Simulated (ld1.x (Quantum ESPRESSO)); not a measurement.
**Building the TM semilocal potential for lutetium (Lu) (LDA (PZ), scalar-relativistic).**

The input file (ld1.x (Quantum ESPRESSO) 7.5):

```
&input
   title='Lu', zed=71., rel=1, dft='PZ', iswitch=3,
   config='[Xe] 4f14 5d1 6s2 6p0',
   nld=4, rlderiv=2.90, eminld=-4.0, emaxld=5.0, deld=0.02
 /
 &inputp
   pseudotype=1, tm=.true., lloc=2,
   nlcc=.true.,
   file_pseudopw='Lu.pp', file_wfcaegen='ae.wfc', file_wfcncgen='nc.wfc'
 /
4
6S  1  0   2.00   0.00  2.65  2.65  0.0
5P  2  1   6.00   0.00  2.25  2.25  0.0
4F  4  3  14.00   0.00  1.20  1.20  0.0
5D  3  2   1.00   0.00  2.00  2.00  0.0
 &test
   configts(1)='4f14 5p6 5d1 6s2 6p0'
 /
```

Command:

```bash
ld1.x < Lu.in > Lu.out
```

Resulting log (shortened: banner, matrices, multipoles, cross overlaps and the repeated all-electron block are left out):

```
Program LD1 v.7.5
     --------------------------- All-electron run ----------------------------

     Lu
     scalar relativistic calculation

     atomic number is 71.00
     dft =PZ   lsd =0 sic =0 latt =0  beta=0.20 tr2=1.0E-14
     Exchange-correlation= PZ
                           (   1   1   0   0   0   0   0)
     mesh =1271 r(mesh) = 100.71756 a.u. xmin = -7.00 dx = 0.01250
     1 Ry =  13.60569312 eV, c = 137.03599908

     n l     nl                  e(Ry)          e(Ha)          e(eV)
     1 0     1S 1( 2.00)     -4644.4885     -2322.2443    -63191.4853
     2 0     2S 1( 2.00)      -790.6852      -395.3426    -10757.8205
     2 1     2P 1( 6.00)      -695.8508      -347.9254     -9467.5328
     3 0     3S 1( 2.00)      -179.1452       -89.5726     -2437.3948
     3 1     3P 1( 6.00)      -150.6916       -75.3458     -2050.2635
     4 0     4S 1( 2.00)       -35.6144       -17.8072      -484.5583
     4 1     4P 1( 6.00)       -26.2734       -13.1367      -357.4673
     3 2     3D 1(10.00)      -116.4757       -58.2379     -1584.7330
     5 0     5S 1( 2.00)        -4.4972        -2.2486       -61.1876
     5 1     5P 1( 6.00)        -2.3358        -1.1679       -31.7797
     4 2     4D 1(10.00)       -14.0903        -7.0452      -191.7084
     4 3     4F 1(14.00)        -0.7208        -0.3604        -9.8068
     5 2     5D 1( 1.00)        -0.1411        -0.0705        -1.9191
     6 0     6S 1( 2.00)        -0.3534        -0.1767        -4.8077
     6 1     6P 1( 0.00)        -0.1029        -0.0514        -1.3995

     final scf error:  5.0E-15 reached in  33 iterations

     Etot =  -29109.052365 Ry,  -14554.526183 Ha, -396048.833585 eV

     Ekin =   31803.628170 Ry,   15901.814085 Ha,  432710.405079 eV
     Encl =  -71753.383831 Ry,  -35876.691915 Ha, -976254.520934 eV
     Eh   =   11423.360600 Ry,    5711.680300 Ha,  155422.738763 eV
     Exc  =    -582.657305 Ry,    -291.328653 Ha,   -7927.456492 eV

     normalization and overlap integrals

     s(1S/1S) =  1.000000  <r> =   0.0193  <r2> =    0.0005  r(max) =   0.0121
     s(2S/2S) =  1.000000  <r> =   0.0819  <r2> =    0.0079  r(max) =   0.0698
     s(2P/2P) =  1.000000  <r> =   0.0729  <r2> =    0.0065  r(max) =   0.0564
     s(3S/3S) =  1.000000  <r> =   0.2128  <r2> =    0.0518  r(max) =   0.1969
     s(3P/3P) =  1.000000  <r> =   0.2125  <r2> =    0.0523  r(max) =   0.1944
     s(4S/4S) =  1.000000  <r> =   0.4782  <r2> =    0.2583  r(max) =   0.4437
     s(4P/4P) =  1.000000  <r> =   0.5081  <r2> =    0.2939  r(max) =   0.4664
     s(3D/3D) =  1.000000  <r> =   0.1925  <r2> =    0.0435  r(max) =   0.1572
     s(5S/5S) =  1.000000  <r> =   1.1707  <r2> =    1.5449  r(max) =   1.0380
     s(5P/5P) =  1.000000  <r> =   1.3959  <r2> =    2.2236  r(max) =   1.1910
     s(4D/4D) =  1.000000  <r> =   0.5478  <r2> =    0.3485  r(max) =   0.4782
     s(4F/4F) =  1.000000  <r> =   0.7246  <r2> =    0.7014  r(max) =   0.4664
     s(5D/5D) =  1.000000  <r> =   2.8781  <r2> =   10.5858  r(max) =   1.8447
     s(6S/6S) =  1.000000  <r> =   3.6091  <r2> =   14.8717  r(max) =   3.0036
     s(6P/6P) =  1.000000  <r> =   5.2943  <r2> =   32.5320  r(max) =   4.3160

     ------------------------ End of All-electron run ------------------------

     --------------------- Generating NC pseudopotential ---------------------

      Generating local pot.: lloc=2, matching radius rcloc =   2.0000

      Computing core charge for nlcc:

       r > 0.57 : true rho core
       r < 0.57 : rho core = a sin(br)/r    a= 101.58  b=   4.31

      Integrated core pseudo-charge :  22.46

      Wfc   6S  rcut= 2.618  Using Troullier-Martins method

      Wfc   5P  rcut= 2.253  Using Troullier-Martins method

      Wfc   4F  rcut= 1.206  Using Troullier-Martins method

     ------------------- End of pseudopotential generation -------------------

     Computing logarithmic derivative in   2.91127
     Computing logarithmic derivative in   2.91127
     Computing the partial wave expansion
     R is outside the sphere for l=    0 j= 0.00
     R is outside the sphere for l=    1 j= 0.00
       no projector for channel:   2
     R is outside the sphere for l=    3 j= 0.00

     ---------------------- Testing the pseudopotential ----------------------

     Lu
     scalar relativistic calculation

     atomic number is 71.00   valence charge is 23.00
     dft =PZ   lsd =0 sic =0 latt =0  beta=0.20 tr2=1.0E-14
     mesh =1271 r(mesh) = 100.71756 xmin = -7.00 dx = 0.01250

     n l     nl             e AE (Ry)        e PS (Ry)    De AE-PS (Ry)
     4 3     4F   1(14.00)       -0.72079       -0.72079       -0.00000
     2 1     5P   1( 6.00)       -2.33576       -2.33576        0.00000
     3 2     5D   1( 1.00)       -0.14105       -0.14105       -0.00000
     1 0     6S   1( 2.00)       -0.35336       -0.35336        0.00000
     3 1     6P   1( 0.00)       -0.10286       -0.10926        0.00639  !

     eps = 5.0E-15  iter =  8

     Etot =  -29109.052365 Ry,  -14554.526183 Ha, -396048.833585 eV
     Etotps =  -528.970158 Ry,    -264.485079 Ha,   -7197.005638 eV

     Ekin =     567.618435 Ry,     283.809218 Ha,    7722.842244 eV
     Encl =    -951.288221 Ry,    -475.644110 Ha,  -12942.935603 eV
     Ehrt =     435.225441 Ry,     217.612720 Ha,    5921.543787 eV
     Ecxc =    -138.313325 Ry,     -69.156663 Ha,   -1881.848658 eV
     (Ecc =     -75.450665 Ry,     -37.725333 Ha,   -1026.558599 eV)
     Epseu=    -442.212488 Ry,    -221.106244 Ha,   -6016.607408 eV

     ---------------------- End of pseudopotential test ----------------------
```

Generation and configuration tests took about 2.5 s on one core of a shared server CPU.

Transferability test of the new file with ld1.x, input:

```
&input
   title='Lu', zed=71., rel=1, dft='PZ', iswitch=2,
   config='[Xe] 4f14 5d1 6s2 6p0'
 /
 &test
   file_pseudo='Lu.pp', nconf=10,
   configts(1)='4f14 5p6 5d1 6s2 6p0',
   configts(2)='4f14 5p6 5d1 6s1 6p0',
   configts(3)='4f14 5p6 5d1 6s0 6p0',
   configts(4)='4f14 5p6 5d0 6s0 6p0',
   configts(5)='4f14 5p6 5d1 6s1 6p1',
   configts(6)='4f13 5p6 5d2 6s2 6p0',
   configts(7)='4f14 5p6 5d2 6s1 6p0',
   configts(8)='4f14 5p5 5d1 6s2 6p0',
   configts(9)='4f14 5p6 5d1 6s2 6p0', lsdts(9)=1,
   configts(10)='4f14 5p6 5d1 6s1 6p0', lsdts(10)=1
 /
```

```bash
ld1.x < Lu.test.in > Lu.test.out
```

Pseudopotential blocks of its output, shortened (energy terms left out):

```
     ---------------------- Testing the pseudopotential ----------------------

     n l     nl             e AE (Ry)        e PS (Ry)    De AE-PS (Ry)
     4 3     4F   1(14.00)       -0.72079       -0.72079       -0.00000
     2 1     5P   1( 6.00)       -2.33576       -2.33576        0.00000
     3 2     5D   1( 1.00)       -0.14105       -0.14105       -0.00000
     1 0     6S   1( 2.00)       -0.35336       -0.35336        0.00000
     3 1     6P   1( 0.00)       -0.10286       -0.10926        0.00639  !

     eps = 3.1E-15  iter = 27

     Etot =  -29109.052365 Ry,  -14554.526183 Ha, -396048.833585 eV
     Etotps =  -528.970157 Ry,    -264.485078 Ha,   -7197.005624 eV

     ---------------------- End of pseudopotential test ----------------------

          ---------------------- Testing the pseudopotential ----------------------

     n l     nl             e AE (Ry)        e PS (Ry)    De AE-PS (Ry)
     4 3     4F   1(14.00)       -1.22190       -1.21416       -0.00774  !
     2 1     5P   1( 6.00)       -2.83679       -2.83285       -0.00394
     3 2     5D   1( 1.00)       -0.59913       -0.59822       -0.00090
     1 0     6S   1( 1.00)       -0.77129       -0.77149        0.00020
     3 1     6P   1( 0.00)       -0.45342       -0.46538        0.01196  !

     eps = 8.3E-15  iter = 25

     Etot =  -29108.495180 Ry,  -14554.247590 Ha, -396041.252694 eV
     Etotps =  -528.412689 Ry,    -264.206345 Ha,   -7189.420894 eV
     dEtot_ae =       0.557185 Ry
     dEtot_ps =       0.557467 Ry,   Delta E=      -0.000282 Ry

     ---------------------- End of pseudopotential test ----------------------

          ---------------------- Testing the pseudopotential ----------------------

     n l     nl             e AE (Ry)        e PS (Ry)    De AE-PS (Ry)
     4 3     4F   1(14.00)       -1.81128       -1.79299       -0.01829  !
     2 1     5P   1( 6.00)       -3.42411       -3.41595       -0.00816  !
     3 2     5D   1( 1.00)       -1.12740       -1.12613       -0.00127
     1 0     6S   1( 0.00)       -1.22572       -1.22768        0.00196
     3 1     6P   1( 0.00)       -0.83834       -0.85849        0.02015  !

     eps = 1.4E-15  iter = 20

     Etot =  -29107.497667 Ry,  -14553.748834 Ha, -396027.680839 eV
     Etotps =  -527.414046 Ry,    -263.707023 Ha,   -7175.833653 eV
     dEtot_ae =       1.554698 Ry
     dEtot_ps =       1.556111 Ry,   Delta E=      -0.001413 Ry

     ---------------------- End of pseudopotential test ----------------------

          ---------------------- Testing the pseudopotential ----------------------

     n l     nl             e AE (Ry)        e PS (Ry)    De AE-PS (Ry)
     4 3     4F   1(14.00)       -2.68764       -2.66417       -0.02347  !
     2 1     5P   1( 6.00)       -4.28182       -4.27355       -0.00827  !
     3 2     5D   1( 0.00)       -1.86135       -1.86072       -0.00063
     1 0     6S   1( 0.00)       -1.80175       -1.80736        0.00562  !
     3 1     6P   1( 0.00)       -1.32047       -1.35769        0.03721  !

     eps = 4.0E-17  iter = 18

     Etot =  -29106.012083 Ry,  -14553.006042 Ha, -396007.468441 eV
     Etotps =  -525.929308 Ry,    -262.964654 Ha,   -7155.632773 eV
     dEtot_ae =       3.040282 Ry
     dEtot_ps =       3.040848 Ry,   Delta E=      -0.000566 Ry

     ---------------------- End of pseudopotential test ----------------------

          ---------------------- Testing the pseudopotential ----------------------

     n l     nl             e AE (Ry)        e PS (Ry)    De AE-PS (Ry)
     4 3     4F   1(14.00)       -0.82931       -0.80970       -0.01961  !
     2 1     5P   1( 6.00)       -2.44415       -2.43093       -0.01322  !
     3 2     5D   1( 1.00)       -0.22443       -0.21731       -0.00713  !
     1 0     6S   1( 1.00)       -0.41859       -0.41395       -0.00464
     3 1     6P   1( 1.00)       -0.15121       -0.15500        0.00379

     eps = 7.9E-15  iter = 29

     Etot =  -29108.793829 Ry,  -14554.396914 Ha, -396045.316011 eV
     Etotps =  -528.718886 Ry,    -264.359443 Ha,   -7193.586910 eV
     dEtot_ae =       0.258537 Ry
     dEtot_ps =       0.251271 Ry,   Delta E=       0.007266 Ry

     ---------------------- End of pseudopotential test ----------------------

          ---------------------- Testing the pseudopotential ----------------------

     n l     nl             e AE (Ry)        e PS (Ry)    De AE-PS (Ry)
     4 3     4F   1(13.00)       -1.24831       -1.27000        0.02169  !
     2 1     5P   1( 6.00)       -2.57229       -2.59126        0.01897  !
     3 2     5D   1( 2.00)       -0.21940       -0.22082        0.00142
     1 0     6S   1( 2.00)       -0.37998       -0.37422       -0.00576  !
     3 1     6P   1( 0.00)       -0.10763       -0.12133        0.01370  !

     eps = 5.3E-15  iter = 27

     Etot =  -29108.248471 Ry,  -14554.124235 Ha, -396037.896041 eV
     Etotps =  -528.159723 Ry,    -264.079862 Ha,   -7185.979115 eV
     dEtot_ae =       0.803895 Ry
     dEtot_ps =       0.810433 Ry,   Delta E=      -0.006539 Ry

     ---------------------- End of pseudopotential test ----------------------

          ---------------------- Testing the pseudopotential ----------------------

     n l     nl             e AE (Ry)        e PS (Ry)    De AE-PS (Ry)
     4 3     4F   1(14.00)       -0.64864       -0.64195       -0.00669  !
     2 1     5P   1( 6.00)       -2.26573       -2.26253       -0.00320
     3 2     5D   1( 2.00)       -0.10920       -0.10909       -0.00011
     1 0     6S   1( 1.00)       -0.33718       -0.33805        0.00087
     3 1     6P   1( 0.00)       -0.10112       -0.10656        0.00544  !

     eps = 6.3E-15  iter = 27

     Etot =  -29108.831661 Ry,  -14554.415830 Ha, -396045.830745 eV
     Etotps =  -528.748678 Ry,    -264.374339 Ha,   -7193.992255 eV
     dEtot_ae =       0.220705 Ry
     dEtot_ps =       0.221479 Ry,   Delta E=      -0.000774 Ry

     ---------------------- End of pseudopotential test ----------------------

          ---------------------- Testing the pseudopotential ----------------------

     n l     nl             e AE (Ry)        e PS (Ry)    De AE-PS (Ry)
     4 3     4F   1(14.00)       -1.61850       -1.63299        0.01449  !
     2 1     5P   1( 5.00)       -3.17342       -3.17698        0.00355
     3 2     5D   1( 1.00)       -0.79508       -0.79390       -0.00117
     1 0     6S   1( 2.00)       -0.87382       -0.86888       -0.00494
     3 1     6P   1( 0.00)       -0.51368       -0.53281        0.01913  !

     eps = 6.0E-15  iter = 23

     Etot =  -29106.315948 Ry,  -14553.157974 Ha, -396011.602723 eV
     Etotps =  -526.228553 Ry,    -263.114277 Ha,   -7159.704206 eV
     dEtot_ae =       2.736418 Ry
     dEtot_ps =       2.741604 Ry,   Delta E=      -0.005186 Ry

     ---------------------- End of pseudopotential test ----------------------

          ---------------------- Testing the pseudopotential ----------------------

     n l     nl             e AE (Ry)        e PS (Ry)    De AE-PS (Ry)
     4 3     4F   1( 7.00)       -0.71953       -0.71938       -0.00015
     2 1     5P   1( 3.00)       -2.34350       -2.34333       -0.00017
     3 2     5D   1( 1.00)       -0.15319       -0.15324        0.00005
     1 0     6S   1( 1.00)       -0.36440       -0.36483        0.00043
     3 1     6P   1( 0.00)       -0.10856       -0.11521        0.00665  !
     4 3     4F   2( 7.00)       -0.71483       -0.71486        0.00003
     2 1     5P   2( 3.00)       -2.32079       -2.32086        0.00007
     3 2     5D   2( 0.00)       -0.12350       -0.12341       -0.00010
     1 0     6S   2( 1.00)       -0.33803       -0.33761       -0.00042
     3 1     6P   2( 0.00)       -0.09463       -0.10065        0.00602  !

     eps = 8.2E-16  iter = 27

     Etot =  -29109.059790 Ry,  -14554.529895 Ha, -396048.934605 eV
     Etotps =  -528.977611 Ry,    -264.488805 Ha,   -7197.107038 eV
     dEtot_ae =      -0.007425 Ry
     dEtot_ps =      -0.007454 Ry,   Delta E=       0.000029 Ry

     ---------------------- End of pseudopotential test ----------------------

          ---------------------- Testing the pseudopotential ----------------------

     n l     nl             e AE (Ry)        e PS (Ry)    De AE-PS (Ry)
     4 3     4F   1( 7.00)       -1.22038       -1.21168       -0.00870  !
     2 1     5P   1( 3.00)       -2.84907       -2.84513       -0.00394
     3 2     5D   1( 1.00)       -0.62775       -0.62728       -0.00046
     1 0     6S   1( 1.00)       -0.80444       -0.80521        0.00077
     3 1     6P   1( 0.00)       -0.47733       -0.48964        0.01230  !
     4 3     4F   2( 7.00)       -1.21255       -1.20552       -0.00703  !
     2 1     5P   2( 3.00)       -2.81366       -2.80924       -0.00442
     3 2     5D   2( 0.00)       -0.54865       -0.54682       -0.00184
     1 0     6S   2( 0.00)       -0.70633       -0.70577       -0.00057
     3 1     6P   2( 0.00)       -0.39922       -0.41039        0.01117  !

     eps = 3.2E-15  iter = 24

     Etot =  -29108.535239 Ry,  -14554.267620 Ha, -396041.797724 eV
     Etotps =  -528.453475 Ry,    -264.226737 Ha,   -7189.975806 eV
     dEtot_ae =       0.517126 Ry
     dEtot_ps =       0.516682 Ry,   Delta E=       0.000444 Ry

     ---------------------- End of pseudopotential test ----------------------
```
